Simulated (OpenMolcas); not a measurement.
Ni4+ among 8 point charges of -1.6 e arranged as a cube (Oh).

| Property | Result |
| --- | --- |
| Program | OpenMolcas |
| Method | SS-CASPT2, IPEA 0.25 Eh, imaginary shift 0.1 Eh (closed shells correlated: 3s 3p) |
| Basis | ANO-RCC-VDZP [5s4p2d1f] |
| Scalar Hamiltonian | DKH2, point nucleus |
| Active space | 6 electrons in 5 orbitals (3d) |
| State averaging | 2S+1 = 5 even, 5 roots; 2S+1 = 3 even, 45 roots; 2S+1 = 1 even, 50 roots |
| Spin-orbit coupling | RASSI with atomic mean-field integrals over the reference wave functions |

All point charges move together. At R = 1.69 Å the first state of the same spin is 4200 cm-1, and at R = 1.95 Å it is 2180 cm-1.

A third run gives 2710 cm-1. What distance was it run at?

With a power law R^-n the two known points give n = -ln(2180 / 4200) / ln(1.95 / 1.69) = 4.58. Then R = 1.69 × (4200 / 2710)^(1/4.58) = 1.860 Å. The run was at 1.86 Å, so the estimate is off by 0 Å.

Roots that are degenerate in the reference are averaged as groups; the widest CASPT2 spread within a group is 510 cm-1 (the 3-fold group of multiplicity 3 near 74600 cm-1 above the lowest state of its run, R = 1.69). Shifts and gaps below about the spread of the groups concerned are not significant. An orbital doublet at a regular site is open to a Jahn-Teller distortion, which this geometry leaves out. Point charges give a weaker field than real ligands, and real ions of this kind are often low spin; the high spin found here belongs to the model. The ground term spreads over less than 5000 cm-1, several times less than with real ligands, so orbital moments are less quenched and χT lies further from the spin-only value than at real sites. Free-ion shares, where given, are those of the reference states; single-state CASPT2 does not remix them. Point charges carry no covalency, so the field is a model and not that of real ligands. No measured value stands beside these numbers.
